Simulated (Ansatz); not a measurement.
One change: `[Cl][GaH2]` becomes `[GaH2][Br]`.

Ansatz, PBE0-D4/def2-TZVP geometries, multiplicity 1. 

Scalar relativity is left out up to krypton.

```json
{"property": "size of the dipole moment (B3LYP/def2-TZVPP) / D", "`[Cl][GaH2]`": "1.90"}
{"property": "HOMO–LUMO gap (PBE/def2-TZVPP) / eV", "`[Cl][GaH2]`": "4.50"}
{"property": "HOMO–LUMO gap (ωB97M-V/def2-TZVPP) / eV", "`[Cl][GaH2]`": "10.56"}
{"property": "LUMO energy (PBE/def2-TZVPP) / eV", "`[Cl][GaH2]`": "-2.62"}
{"property": "size of the dipole moment (PBE/def2-TZVPP) / D", "`[Cl][GaH2]`": "1.78"}
{"property": "HOMO energy (B3LYP/def2-TZVPP) / eV", "`[Cl][GaH2]`": "-8.21"}
```

**Question.** What does the change do to each property? (Estimate.)

**Answer.** The calculation gave: 
| property | `[GaH2][Br]` | shift |
| --- | --- | --- |
| size of the dipole moment (B3LYP/def2-TZVPP) / D | 1.81 | -0.09 |
| HOMO–LUMO gap (PBE/def2-TZVPP) / eV | 4.13 | -0.37 |
| HOMO–LUMO gap (ωB97M-V/def2-TZVPP) / eV | 10.06 | -0.50 |
| LUMO energy (PBE/def2-TZVPP) / eV | -2.69 | -0.07 |
| size of the dipole moment (PBE/def2-TZVPP) / D | 1.68 | -0.10 |
| HOMO energy (B3LYP/def2-TZVPP) / eV | -7.82 | 0.39 |

With PBE0 the HOMO rises by 0.38 eV and the LUMO falls by 0.08 eV, so the gap narrows by about 0.46 eV. PBE moves the HOMO by 0.31 eV and ωB97M-V by 0.41 eV. Dipoles are sizes alone; their direction can turn.

B3LYP here is the variant with VWN-RPA as its local correlation; programs differ in this.

Spin–orbit coupling is left out; it splits and shifts lone-pair levels of the heavy atoms by tenths of an eV.
